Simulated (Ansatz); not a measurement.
Ansatz results at the PBE0-D4/def2-TZVP geometry: HOMO–LUMO gap (ωB97M-V/def2-TZVPP) 11.44 eV; LUMO energy (PBE0/def2-TZVPP) -0.81 eV; LUMO energy (ωB97M-V/def2-TZVPP) 1.15 eV.

Each molecule was computed in one conformer, which needn't be the lowest.

(1) Which molecule gave them?
A. `CBCS`
B. `CCBS`
C. `CBN([SiH3])[SiH3]`
D. `NBF`

## Answers

(1) B. The others give `CBCS`: 11.53, 0.00, 1.79; `CBN([SiH3])[SiH3]`: 12.12, -0.19, 1.67; `NBF`: 13.25, 0.92, 2.27.
